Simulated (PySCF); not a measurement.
CH₄N (SMILES C[NH-]), charge -1, singlet, at a GFN2-xTB geometry (in this run its highest filled SCF level lies above zero, so its values depend strongly on the basis, on diffuse functions most of all), with bond 3-1 at 2.0 times its length; PySCF with SVWN5/6-31G*.

The PySCF input:
```python
from pyscf import gto, scf, dft

mol = gto.Mole()
mol.atom = '''
    C     0.039183    0.577260    0.022562
    N     0.013865   -0.793202    0.083992
    H    -2.012901    1.747541    0.021809
    H    -0.494435   -1.143624   -0.752617
    H     0.575840    0.977669    0.903524
    H     0.573301    1.092402   -0.896404
'''
mol.basis = '6-31g*'
mol.charge = -1
mol.spin = 0
mol.verbose = 4
mol.build()

mf = dft.RKS(mol)
mf.xc = 'lda,vwn'
mf.init_guess = 'huckel'
mf.kernel()
mf.analyze()
```

Q: What does PySCF print? Leave out banner, timings and long lists.

A: 
```
PySCF version 2.14.0

[INPUT] verbose = 4
[INPUT] num. atoms = 6
[INPUT] num. electrons = 18
[INPUT] charge = -1
[INPUT] spin (= nelec alpha-beta = 2S) = 0
[INPUT] symmetry False subgroup None
[INPUT] Mole.unit = angstrom
[INPUT] Symbol           X                Y                Z      unit          X                Y                Z       unit  Magmom
[...]
nuclear repulsion = 34.1514037983973
number of shells = 20
number of NR pGTOs = 70
number of NR cGTOs = 36
basis = 6-31g*
ecp = {}

******** <class 'pyscf.dft.rks.RKS'> ********
method = RKS
initial guess = huckel
damping factor = 0
level_shift factor = 0
DIIS = <class 'pyscf.scf.diis.CDIIS'>
diis_start_cycle = 1
diis_space = 8
diis_damp = 0
SCF conv_tol = 1e-09
SCF conv_tol_grad = None
SCF max_cycles = 50
direct_scf = True
direct_scf_tol = 1e-13
XC library pyscf.dft.libxc version 7.1.2
    S. Lehtola, C. Steigemann, M. J. T. Oliveira, and M. A. L. Marques,  SoftwareX 7, 1–5 (2018)
XC functionals = lda,vwn
    P. A. M. Dirac,  Math. Proc. Cambridge Philos. Soc. 26, 376 (1930)
    F. Bloch,  Z. Phys. 57, 545 (1929)
    S. H. Vosko, L. Wilk, and M. Nusair,  Can. J. Phys. 58, 1200 (1980)
radial grids:
    Treutler-Ahlrichs [JCP 102, 346 (1995); DOI:10.1063/1.469408] (M4) radial grids

becke partition: Becke, JCP 88, 2547 (1988); DOI:10.1063/1.454033
pruning grids: <function nwchem_prune>
grids dens level: 3
symmetrized grids: False
atomic radii adjust function: <function treutler_atomic_radii_adjust>
small_rho_cutoff = 0
Set gradient conv threshold to 3.16228e-05
Initial guess from on-the-fly Huckel, doi:10.1021/acs.jctc.8b01089.
Spherically averaged atomic HF for {'H', 'C', 'N'}

******** <class 'pyscf.scf.atom_hf.AtomSphAverageRHF'> ********
method = AtomSphAverageRHF
initial guess = minao
damping factor = 0
level_shift factor = 0
DIIS = <class 'pyscf.scf.diis.CDIIS'>
diis_start_cycle = 1
diis_space = 8
diis_damp = 0
SCF conv_tol = 1e-09
SCF conv_tol_grad = None
SCF max_cycles = 50
direct_scf = True
direct_scf_tol = 1e-13
atom = C
Set gradient conv threshold to 3.16228e-05
Initial guess from minao.
init E= -37.2760277011609
cycle= 1 E= -37.3124925813144  delta_E= -0.0365  |g|=    0  |ddm|= 0.352
cycle= 2 E= -37.3151528640331  delta_E= -0.00266  |g|=    0  |ddm|= 0.13
cycle= 3 E= -37.3153722895858  delta_E= -0.000219  |g|=    0  |ddm|= 0.0234
cycle= 4 E= -37.3153754157194  delta_E= -3.13e-06  |g|=    0  |ddm|= 0.00545
cycle= 5 E= -37.3153754158137  delta_E= -9.42e-11  |g|=    0  |ddm|= 1.35e-05
Extra cycle  E= -37.3153754158138  delta_E= -1.35e-13  |g|=    0  |ddm|= 1.01e-06
Atomic HF for atom  C  converged. SCF energy = -37.3153754158138

******** <class 'pyscf.scf.atom_hf.AtomSphAverageRHF'> ********
method = AtomSphAverageRHF
initial guess = minao
damping factor = 0
level_shift factor = 0
DIIS = <class 'pyscf.scf.diis.CDIIS'>
diis_start_cycle = 1
diis_space = 8
diis_damp = 0
SCF conv_tol = 1e-09
SCF conv_tol_grad = None
SCF max_cycles = 50
direct_scf = True
direct_scf_tol = 1e-13
atom = N
Set gradient conv threshold to 3.16228e-05
Initial guess from minao.
init E= -53.774201264813
cycle= 1 E= -53.8174843595557  delta_E= -0.0433  |g|=    0  |ddm|= 0.389
cycle= 2 E= -53.8224575190581  delta_E= -0.00497  |g|=    0  |ddm|= 0.166
cycle= 3 E= -53.8231985450595  delta_E= -0.000741  |g|=    0  |ddm|= 0.0409
cycle= 4 E= -53.8232061254268  delta_E= -7.58e-06  |g|=    0  |ddm|= 0.00674
cycle= 5 E= -53.8232061254671  delta_E= -4.02e-11  |g|=    0  |ddm|= 1.85e-05
Extra cycle  E= -53.8232061254683  delta_E= -1.29e-12  |g|=    0  |ddm|= 2.74e-06
Atomic HF for atom  N  converged. SCF energy = -53.8232061254683

******** 1 electron system ********
Atomic HF for atom  H  converged. SCF energy = -0.49823291072907

[...]
tot grids = 67256
init E= -93.1200550597374
[...]
cycle= 1 E= -91.5185712309504  delta_E=  1.6  |g|= 2.91  |ddm|= 3.72
[...]
cycle= 2 E= -90.5623861728023  delta_E= 0.956  |g|= 2.74  |ddm|= 8.89
[...]
cycle= 3 E= -94.1087311397623  delta_E= -3.55  |g|= 0.58  |ddm|= 8.62
[...]
cycle= 4 E= -93.56719193435  delta_E= 0.542  |g|= 1.07  |ddm|= 2.24
[...]
cycle= 5 E= -94.2210841589751  delta_E= -0.654  |g|= 0.235  |ddm|=  1.5
[...]
cycle= 6 E= -94.2502783153328  delta_E= -0.0292  |g|= 0.058  |ddm|= 0.563
[...]
cycle= 7 E= -94.2406951457677  delta_E= 0.00958  |g|= 0.145  |ddm|= 0.404
[...]
cycle= 8 E= -94.2460914326536  delta_E= -0.0054  |g|= 0.107  |ddm|= 0.0695
[...]
cycle= 9 E= -94.2525479248055  delta_E= -0.00646  |g|= 0.0199  |ddm|= 0.165
[...]
cycle= 10 E= -94.2527555554196  delta_E= -0.000208  |g|= 0.00656  |ddm|= 0.0463
[...]
cycle= 11 E= -94.2527691154183  delta_E= -1.36e-05  |g|= 0.00255  |ddm|= 0.00535
[...]
cycle= 12 E= -94.2527725335342  delta_E= -3.42e-06  |g|= 0.000152  |ddm|= 0.00452
[...]
cycle= 13 E= -94.2527725389042  delta_E= -5.37e-09  |g|= 4.84e-05  |ddm|= 0.000249
[...]
cycle= 14 E= -94.2527725399243  delta_E= -1.02e-09  |g|= 2.69e-06  |ddm|= 8.05e-05
[...]
cycle= 15 E= -94.2527725399266  delta_E= -2.25e-12  |g|= 8.73e-07  |ddm|= 5.17e-06
[...]
Extra cycle  E= -94.2527725399246  delta_E= 1.99e-12  |g|= 2.56e-06  |ddm|= 4.18e-06
converged SCF energy = -94.2527725399246
**** SCF Summaries ****
Total Energy =                         -94.252772539924578
Nuclear Repulsion Energy =              34.151403798397340
One-electron Energy =                 -199.436565850169188
Two-electron Energy =                   71.032389511847285
Two-electron Coulomb Energy =           84.042185675171126
DFT Exchange-Correlation Energy =      -13.009796163323836
HOMO-LUMO gap [eV] =                     2.153601896490105
**** MO energy ****
[...]
 ** Mulliken pop on meta-lowdin orthogonal AOs  **
 ** Mulliken pop  **
[...]
 ** Mulliken atomic charges  **
charge of    0C =     -0.16866
charge of    1N =     -0.56019
charge of    2H =     -0.50129
charge of    3H =      0.14732
charge of    4H =      0.06502
charge of    5H =      0.01781

WARN: System has nonzero charge -1; the dipole moment is origin-dependent.
Location of origin: [0. 0. 0.]

Dipole moment(X, Y, Z, Debye):  4.32199, -2.63898, -1.16616
```
